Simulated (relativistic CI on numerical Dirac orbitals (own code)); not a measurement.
## d8 in a ligand field

Computed with a parametric ligand-field model of a d^n configuration (Racah B and C, spin-orbit zeta, crystal field), exact diagonalisation.

Field parameters in Wybourne normalisation: Oh B⁴₀ = 21Dq, B⁴₄ = √(5/14) B⁴₀; Td as Oh with Dq negative (B⁴₀ = 21Dq, B⁴₄ = √(5/14) B⁴₀). The field is a parameter set, without covalency.

Task: Lowest levels for B = 840, C = 3090, ζ = 550 cm⁻¹, Oh, 10Dq = 38900 cm⁻¹?

Result: T2 0 (S 1.00), E 12783 (S 0.00), A1 24170 (S 0.00), E 38756 (S 1.00), T1 38762 (S 1.00), T2 39046 (S 1.00), A2 39196 (S 1.00), T2 48154 (S 1.00), E 48194 (S 1.00) cm⁻¹, with S from ⟨S²⟩ = S(S + 1). The ground level has 2.00 electrons in the cubic e pair.

Task: Lowest levels for B = 470, C = 2340, ζ = 600 cm⁻¹, Td, 10Dq = -9900 cm⁻¹?

Result: A1 0 (S 1.00), T1 384 (S 1.00), E 1069 (S 1.00), T2 1143 (S 1.00), T2 8219 (S 0.28), E 8674 (S 0.05), T1 9729 (S 1.00), E 9785 (S 0.99), A2 10159 (S 1.00) cm⁻¹, with S from ⟨S²⟩ = S(S + 1). The ground level has 3.96 electrons in the cubic e pair.

Task: Lowest levels for B = 300, C = 1340, ζ = 740 cm⁻¹, Td, 10Dq = -8300 cm⁻¹?

Result: A1 0 (S 1.00), T1 470 (S 1.00), E 1208 (S 0.99), T2 1335 (S 0.99), T2 5374 (S 0.16), E 5668 (S 0.08), T1 8556 (S 1.00), E 8632 (S 1.00), A2 9088 (S 1.00) cm⁻¹, with S from ⟨S²⟩ = S(S + 1). The ground level has 3.96 electrons in the cubic e pair.

Task: Lowest levels for B = 530, C = 2350, ζ = 2800 cm⁻¹, Td, 10Dq = -9350 cm⁻¹?

Result: A1 0 (S 0.99), T1 1440 (S 0.99), E 3089 (S 0.96), T2 4615 (S 0.96), T2 8421 (S 0.62), E 10905 (S 0.44), T1 12607 (S 0.99), E 13956 (S 0.97), A2 14173 (S 1.00) cm⁻¹, with S from ⟨S²⟩ = S(S + 1). The ground level has 3.92 electrons in the cubic e pair.

Task: Lowest levels for B = 980, C = 4290, ζ = 470 cm⁻¹, Oh, 10Dq = 7650 cm⁻¹?

Result: T2 0 (S 1.00), E 7465 (S 1.00), T1 7554 (S 1.00), T2 7836 (S 1.00), A2 7950 (S 1.00), A1 12333 (S 1.00), T1 12700 (S 1.00), E 13236 (S 0.97), T2 13318 (S 1.00) cm⁻¹, with S from ⟨S²⟩ = S(S + 1). The ground level has 2.01 electrons in the cubic e pair.
